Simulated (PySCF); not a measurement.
ReC at LC-ωPBE

Computed with LC-ωPBE; basis Re def2-TZVPP with ECP60, C def2-TZVPP; scalar-relativistic core potentials; PySCF 2.14.

- state: ⁴Σ⁻ (quartet), unpaired electrons σ ↑, δ ↑↑
- bond length: 1.662 Å
- harmonic wavenumber: 1073 cm⁻¹
- force constant: 7.65 mdyn/Å
- rotational constant Be: 0.5415 cm⁻¹
- anharmonicity ωexe: 9.65 cm⁻¹
- vibration–rotation constant αe: 0.00451 cm⁻¹
- well depth De to Re (5d5 6s2) + C: 512 kJ/mol
- dissociation energy D0: 506 kJ/mol
- bond order (Mayer): 3.05
- dipole moment (positive dipole means Re(−)C(+)): -3.90 D

The metal atom is held in its measured ground configuration; semilocal functionals can put another filling of s and d lower by some tenths of an eV, and De to that atom would be smaller. Spin–orbit coupling is left out, which matters for elements this heavy, above all for dissociation energies. The state is the lowest single determinant that the PBE0 search found; with open d or f shells the true ground state can be another one.
